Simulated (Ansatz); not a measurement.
System: CH₆BO₂, charge 1, multiplicity 1. It need not be the lowest isomer of its formula. 
Geometry from a B3LYP-D3(BJ)/def2-TZVP (Ansatz, a program for electronic structure) optimisation:
```
B
O 1 1.3193
H 2 0.9654 1 119.30
O 1 1.5054 2 106.86 3 -180.00
H 4 0.9708 1 124.40 2 180.00
H 4 0.9750 5 114.84 1 180.00
C 1 1.5371 2 136.86 3 0.00
H 7 1.0896 1 111.66 2 0.00
H 7 1.0947 8 107.63 1 -122.53
H 7 1.0947 8 107.63 9 -114.95
```
Charge +1, spin multiplicity 1.

Total electronic energies in hartree. Correlated levels leave the core frozen unless marked. No spin-orbit coupling. Non-relativistic. CBS(X,Y): correlation extrapolated as X^-3; Hartree-Fock from the larger set. [CCSD(T)-MP2]/basis is that difference in the basis named.

```json
[
 {"level": "r2SCAN-D4/def2-TZVPD", "program": "Ansatz + dftd4", "energy (Eh)": "-216.81138"},
 {"level": "PBE0/6-31G*", "program": "Ansatz", "energy (Eh)": "-216.57469"},
 {"level": "PBE0-D4/def2-TZVP", "program": "Ansatz + dftd4", "energy (Eh)": "-216.68329"},
 {"level": "BHLYP-D4/def2-TZVPD", "program": "Ansatz + dftd4", "energy (Eh)": "-216.82265"},
 {"level": "B2PLYP-D3(BJ)/def2-TZVPD", "program": "Ansatz + dftd3", "energy (Eh)": "-216.76606"},
 {"level": "B2PLYP/def2-TZVPD", "program": "Ansatz", "energy (Eh)": "-216.76216"},
 {"level": "MP2/cc-pwCVTZ", "program": "Ansatz", "energy (Eh)": "-216.47614"},
 {"level": "CCSD/6-31G", "program": "Ansatz", "energy (Eh)": "-215.94434"},
 {"level": "RI-MP2/CBS(cc-pVTZ,cc-pVQZ)+[CCSD(T)-MP2]/cc-pVTZ", "program": "Ansatz", "energy (Eh)": "-216.6246"}
]
```

Totals of different functionals don't rank their quality; only differences between species are comparable.
